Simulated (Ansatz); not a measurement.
The cluster Cs3F2, relaxed as a doublet with UKS PBE-D4/def2-TZVP in Ansatz, starting from the GFN1-xTB geometry. Force threshold 0.02 eV/Å.

In the def2 sets Cs takes a core potential; there is no spin–orbit coupling. The relaxation made no stability test and no search for a lower SCF solution. The structure comes from a short search, and lower isomers may exist.

Start:

Cartesian coordinates in Å:
```
Cs 0.575 -2.640 0.978
Cs 0.589 0.193 -2.813
Cs -0.652 1.322 0.986
F -0.187 1.948 -1.394
F -0.324 -0.823 2.243
```

Estimate the energy that the relaxation releases and the steps that it takes.

13.7 kcal/mol, in 6 steps; 15 s on 4 threads of Arm Neoverse V1 on a shared host. No frequencies were taken in this run, so the end may be a saddle point.

Does the start keep its bonding?

By distances, no bond broke or formed. The bond that changes most is Cs1–Cs2, from 4.73 to 5.12 Å (atoms count from 1). The end is the same structure that another start reached.

Predict the relaxed structure.


```xyz
5

Cs    0.639   -2.917    1.016
Cs    0.685    0.158   -3.078
Cs   -0.855    1.766    1.318
F    -0.192    1.716   -1.237
F    -0.277   -0.723    1.981
```
Bond lengths (bridged metal pairs left out): 4 × Cs–F 2.57 to 2.64 Å; 1 × Cs–Cs 5.12 Å.
